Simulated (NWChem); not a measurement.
# Correlation energy of ammonium (H4N (+1))

```xyz
5

N      0.0000     0.0000     0.0000
H      0.8428     0.0000     0.5960
H     -0.8428     0.0000     0.5960
H      0.0000     0.8428    -0.5960
H      0.0000    -0.8428    -0.5960
```
Charge +1, spin multiplicity 1.

Program: NWChem. All single points use one geometry, from B3LYP/def2-SVP, a minimum by its harmonic frequencies.

Basis set: def2-TZVP. Each correlation energy counts from its own Hartree-Fock reference.

The correlated methods keep 1 core orbital frozen. Coupled-cluster values serve here as a point of comparison, not as the truth.

**Question.** One of these methods gave a correlation energy of -219.7 mHa. Which?
A) SCS-MP2
B) CCSD
C) CR-CCSD[T]
D) MP2

**Answer.** D, MP2. The others give -222.8 (SCS-MP2), -241.5 (CR-CCSD[T]), -236.0 (CCSD).
